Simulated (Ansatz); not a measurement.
Program: Ansatz. Geometries: PBE0-D4/def2-TZVP. ΔE: electronic, gas phase. CBS: MP2 limit from def2 TZ/QZ plus the TZ coupled-cluster correction, frozen cores. This one scheme is used for every species. DFT in def2-TZVPP. HSE06 is defined as in plane-wave codes. For Br outer-core shells are correlated without core-valence functions, which leaves a few kJ/mol of doubt a bond. Scalar relativity is left out up to krypton. One conformer a species, not always the lowest.

Reaction (ligand exchange at the Al–F bond): `[OH][Al]([F])[O][SiH3]` + HBr → `[OH][Al]([Br])[O][SiH3]` + H–F

Question: Is it downhill or uphill in electronic energy at CCSD(T)/CBS, and by how much? (Estimate.)

Answer: Ansatz gave: Uphill: ΔE = +4.2 kcal/mol.

Question: What do these levels give: revPBE-D4, r2SCANh-D4, BHLYP-D4, PBE-QIDH, PBE, revPBE, r2SCAN, r2SCANh, HSE06, LC-ωPBE, HF/def2-SVP, CCSD/def2-SVP? (An estimate is asked.)

Answer: Ansatz gave: revPBE-D4 3.9, r2SCANh-D4 4.7, BHLYP-D4 5.0, PBE-QIDH 3.5, PBE 5.0, revPBE 5.1, r2SCAN 5.4, r2SCANh 5.0, HSE06 3.8, LC-ωPBE 5.5, HF/def2-SVP 6.4, CCSD/def2-SVP 7.4 kcal/mol.

Largest T1 diagnostic among the species: 0.012.

From BLYP to BHLYP (50 % exact exchange), in def2-TZVPP and without D4, ΔE moves by −1.8 kcal/mol. The D4 term adds −1.4 kcal/mol with B3LYP and −0.8 kcal/mol with PBE0; it sums over pairs of atoms, weighted by their polarisabilities, and B3LYP, whose exchange is more repulsive, gets the larger term.

B3LYP here is the variant with VWN-RPA as its local correlation; programs differ in this.
